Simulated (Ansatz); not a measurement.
Input for Ansatz (a first-principles code): R-CCSD(T)/cc-pV(D+d)Z on CH7PSi (SMILES C[SiH2]P), a point of a torsion scan. Files ending in .json are basis or fitting sets from the Basis Set Exchange.

Ansatz 0.2 input:
```yaml
crystal:
  periodic: [false, false, false]
  atoms:
    - {symbol: C, position_ang: [-1.22126885, 0.63237053, -0.08854154]}
    - {symbol: Si, position_ang: [-0.08347666, -0.87828879, 0.07689256]}
    - {symbol: P, position_ang: [2.02503512, -0.15367594, -0.19611453]}
    - {symbol: H, position_ang: [-2.26570353, 0.34421746, -0.02619150]}
    - {symbol: H, position_ang: [-1.03036990, 1.36182961, 0.69420914]}
    - {symbol: H, position_ang: [-1.06817376, 1.12898643, -1.04295107]}
    - {symbol: H, position_ang: [-0.29732626, -1.53935782, 1.37233998]}
    - {symbol: H, position_ang: [-0.34808492, -1.84993957, -0.99101236]}
    - {symbol: H, position_ang: [2.25215902, 0.11437289, 1.14148545]}
    - {symbol: H, position_ang: [2.59267030, -1.41058562, -0.09557613]}
basis:
  gaussian:
    orbitals: cc-pV_D+d_Z.json
magnetization: {spin_polarized: false}
correlation: {method: ccsd_t, electrons: outside_noble_gas}
scf: {lower_state_search: off}
```

It printed:

```
WARN ansatz: RAYON_NUM_THREADS=1 ignored (pool sized by the plan → 1); use --threads N
Functional definition: HF
these checks for a lower state are left out or cut short: stability, starts, cluster_reference, orbital_swaps, neighbouring_geometries, increment
integrals: 0.11 GiB planned
916 factors; integrals over basis functions are off by at most 1.2e-3 eV
mean field: 0.25 GiB planned
mean field evaluation 1: about -18274.1371 eV, gradient 2.2e1 eV
mean field evaluation 2: about -18274.1867 eV, gradient 2.3e1 eV
mean field evaluation 4: about -18275.9793 eV, gradient 2.6e0 eV
mean field evaluation 8: about -18276.0131 eV, gradient 1.0e-1 eV
mean field -18276.01314339 eV, -671.6310950928 hartree, gradient 5.5e-6 eV, S^2 0.000000; 0 other end points of the search recorded, 0 dependent functions left out
11 core orbitals not correlated
reference -18276.01314339 eV, -671.6310950928 hartree; 10, 10 occupied and 74, 74 virtual orbitals, 916 factors
second order -10.24603490 eV of doubles, -0.00000000 eV of singles
coupled cluster: 0.29 GiB planned
cycle   1  -11.42856024 eV  change    -1.2e0 eV  update   8.0e-2
cycle   2  -11.84137494 eV  change   -4.1e-1 eV  update   2.6e-2
cycle   3  -11.86965287 eV  change   -2.8e-2 eV  update   6.9e-3
cycle   4  -11.86779942 eV  change    1.9e-3 eV  update   2.3e-3
cycle   5  -11.86708884 eV  change    7.1e-4 eV  update   6.8e-4
cycle   6  -11.86694410 eV  change    1.4e-4 eV  update   2.2e-4
cycle   7  -11.86694807 eV  change   -4.0e-6 eV  update   6.6e-5
cycle   8  -11.86695541 eV  change   -7.3e-6 eV  update   2.2e-5
perturbative correction -0.32814864 eV, -0.0120592400 hartree
Total energy: -18288.20824744 eV, -672.0792569005 hartree
Checks for a lower state left out: stability, starts, cluster_reference, orbital_swaps, neighbouring_geometries, increment
```

The run converged.

Cost: around 5 core-seconds (rough).
